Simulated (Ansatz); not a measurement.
Cartesian coordinates (Å):
SMILES: F[Si](F)(F)[SiH3]
```xyz
8

F      1.8242    -0.6528    -1.1556
Si     1.1179     0.0174     0.0932
F      1.6776     1.4947     0.2032
F      1.6148    -0.7621     1.3788
Si    -1.2002    -0.0187    -0.1000
H     -1.7914     0.6274     1.0971
H     -1.6519    -1.4284    -0.1928
H     -1.5910     0.7226    -1.3238
```
Charge 0, multiplicity 1.

The numbers are results of frozen-core CCSD(T)/def2-TZVPP // r2SCAN-D4/def2-TZVP (Ansatz, a quantum-chemistry and plane-wave program), not measurements.

```yaml
HF energy: -878.30226 Ha
MP2 correlation energy: -0.98421 Ha
```

Q: Estimate the CCSD correlation energy, the (T) correction, the total energy and the T1 diagnostic.

A: 
| Property | Value |
|---|---|
| CCSD correlation energy | -1.01230 Ha |
| (T) correction | -0.02948 Ha |
| CCSD(T) total energy | -879.34404 Ha |
| T1 diagnostic | 0.013 |
